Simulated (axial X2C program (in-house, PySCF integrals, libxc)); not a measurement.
Low determinants of BAs at the PBE0 level, 2c

Computed with an axial X2C code built on PySCF integrals. Two-component (2c) means X2C with spin–orbit coupling and atomic mean-field two-electron Coulomb and Gaunt terms. Basis: As dyall-cv3z [9s9p6d4f1g], B dyall-v3z [7s6p2d1f] (cores contracted in-house); Gaussian nuclei, density fitting, unrestricted open shells. Masses: As 74.922 u, B 11.009 u.

Search at 1.843 Å (vertical energies from the lowest determinant):

```json
{"ΔE (eV)": "0.00", "state": "Ω = 2", "electrons beyond evenly filled partner blocks": "ω = 1/2, ω = 3/2", "electrons in ±ω = 1/2, 3/2, 5/2, 7/2": "27 9 2 0"}
{"ΔE (eV)": "0.14", "state": "Ω = 1", "electrons beyond evenly filled partner blocks": "ω = -1/2, ω = 3/2", "electrons in ±ω = 1/2, 3/2, 5/2, 7/2": "27 9 2 0"}
{"ΔE (eV)": "0.25", "state": "Ω = 1", "electrons beyond evenly filled partner blocks": "2 × ω = 1/2", "electrons in ±ω = 1/2, 3/2, 5/2, 7/2": "26 10 2 0"}
{"ΔE (eV)": "0.74", "state": "Ω = 0", "electrons beyond evenly filled partner blocks": "none", "electrons in ±ω = 1/2, 3/2, 5/2, 7/2": "26 10 2 0"}
{"ΔE (eV)": "1.91", "state": "Ω = 0", "electrons beyond evenly filled partner blocks": "none", "electrons in ±ω = 1/2, 3/2, 5/2, 7/2": "28 8 2 0"}
{"ΔE (eV)": "2.49", "state": "Ω = 3", "electrons beyond evenly filled partner blocks": "2 × ω = 3/2", "electrons in ±ω = 1/2, 3/2, 5/2, 7/2": "26 10 2 0"}
{"ΔE (eV)": "3.76", "state": "Ω = 4", "electrons beyond evenly filled partner blocks": "2 × ω = 1/2, 2 × ω = 3/2", "electrons in ±ω = 1/2, 3/2, 5/2, 7/2": "26 10 2 0"}
```

Lowest determinant, Ω = 2 (⟨Sz⟩ = 1.00, ⟨Lz⟩ = 1.00 at PBE0): Re = 1.841 Å, ωe = 819.9 cm⁻¹.

The determinant in row 2 of the search, Ω = 1 (⟨Sz⟩ = 0.00, ⟨Lz⟩ = 1.00 at PBE0), was followed along the bond at PBE0; measured from the minimum of the lowest determinant it gives:

Te = 0.142 eV (1142 cm⁻¹), Re = 1.847 Å, ωe = 811.6 cm⁻¹.

**Question.** Compare the bond of the determinant in row 2 with that of the lowest one.

**Answer.** At PBE0 its Re is 0.006 Å longer and its force constant, which goes as ωe², is 0.98 times that of the lowest determinant. This determinant mixes spin states, so it has no term energy of its own.

The search compares states at one distance, so a state with another bond length can lie lower; it is not exhaustive and yields mostly the lowest determinant of each block pattern, so other components and higher states of one pattern are missing. These are energies of single determinants, not of spin-adapted states; PBE0 term energies can be off by some tenths of an eV, and the functional has no current term. Open-shell Ω = 0 determinants with evenly filled partner blocks cannot be reached by this program, so the Ω shown need not be the lowest component. The lowest determinant need not be the ground state where others lie within half an eV.
